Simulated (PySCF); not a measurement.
SMILES BC[SiH2]c1ccccc1 (C₇H₁₁BSi), GFN2-xTB optimised geometry.

```
20

B      0.42    -3.25    -1.89
C     -1.09    -3.02    -1.67
Si    -1.35    -2.08    -0.01
C     -0.40    -0.45     0.00
C     -1.05     0.78     0.00
C     -0.34     1.96     0.00
C      1.04     1.94     0.00
C      1.71     0.73     0.00
C      0.99    -0.45     0.00
H      0.95    -4.17    -1.41
H      1.05    -2.48    -2.51
H     -1.66    -3.94    -1.57
H     -1.56    -2.41    -2.44
H     -0.90    -2.91     1.12
H     -2.79    -1.81     0.14
H     -2.13     0.80     0.01
H     -0.87     2.91     0.00
H      1.60     2.87     0.00
H      2.79     0.71     0.00
H      1.52    -1.40    -0.01
```

Density from PBE/def2-SVP (PySCF) at that geometry.

Minimum of the electron density along straight lines between bonded atoms, close to the bond critical point (lines longer than 1.1 times the sum of covalent radii, or with two minima, are not listed):

```
bond     length / Å  ρ at the minimum / e bohr⁻³  ∇²ρ there / e bohr⁻⁵  position (fraction from the first atom)
-------  ----------  ---------------------------  --------------------  ---------------------------------------
B1–C2         1.545                        0.183            (withheld)                                     0.33
C2–Si3        1.922                   (withheld)                  0.26                                     0.62
Si3–C4        1.888                        0.113                  0.31                                     0.38
C4–C5         1.392                        0.303                 -0.73                                     0.50
C5–C6         1.384                        0.310                 -0.77                                     0.50
C6–C7         1.384                        0.310                 -0.77                                     0.50
C7–C8         1.385                        0.309                 -0.77                                     0.50
C4–C9         1.393                        0.303                 -0.73                                     0.50
C8–C9         1.382                        0.310                 -0.77                                     0.50
B1–H10        1.172                        0.179                 -0.14                                     0.43
B1–H11        1.172                        0.180                 -0.14                                     0.43
C2–H12        1.089                        0.266                 -0.91                                     0.62
C2–H13        1.090                        0.267                 -0.92                                     0.62
Si3–H14       1.470                        0.116                  0.31                                     0.49
Si3–H15       1.471                        0.115                  0.31                                     0.49
C5–H16        1.081                        0.281                 -1.05                                     0.63
C6–H17        1.081                        0.281                 -1.05                                     0.63
C7–H18        1.080                        0.281                 -1.05                                     0.63
C8–H19        1.081                        0.281                 -1.05                                     0.63
C9–H20        1.082                        0.280                 -1.04                                     0.63
```

### Question
Some entries are withheld; supply them.

### Answer

- B1–C2, ∇²ρ there / e bohr⁻⁵: -0.07
- C2–Si3, ρ at the minimum / e bohr⁻³: 0.102
